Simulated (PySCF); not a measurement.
C4H7NSi, SMILES C#CC(=C)[SiH2]N.

The structure is a stationary point at B3LYP-D3(BJ)/def2-SVP. This is a generated structure with no PubChem entry under its InChIKey; it may be hypothetical. The values are those of a single conformer.

Two levels are set side by side: PBE/def2-TZVP (PySCF) and r2SCAN/def2-TZVP (PySCF). Same geometry, gas phase. Differences are taken from unrounded values.

| quantity | r2SCAN |
|---|---|
| orbital gap (eV) | 4.28 |
| highest occupied level (eV) | -6.25 |
| lowest empty level (eV) | -1.97 |
| dipole moment (D) | 1.19 |
| mean polarisability (bohr³) | 82.3 |

**Question.** What does PBE give, and how far is it from r2SCAN? (An estimate is asked for; the answer gives what the named calculation found.)

**Answer.** 
```json
[
 {"quantity": "orbital gap (eV)", "PBE": "3.88", "PBE minus r2SCAN": "-0.40"},
 {"quantity": "highest occupied level (eV)", "PBE": "-5.99", "PBE minus r2SCAN": "0.25"},
 {"quantity": "lowest empty level (eV)", "PBE": "-2.12", "PBE minus r2SCAN": "-0.15"},
 {"quantity": "dipole moment (D)", "PBE": "1.18", "PBE minus r2SCAN": "-0.01"},
 {"quantity": "mean polarisability (bohr³)", "PBE": "84.2", "PBE minus r2SCAN": "1.9"}
]
```

Rough cost on one machine, each run with all the roots and properties that it gave: r2SCAN against PBE about 4 times.
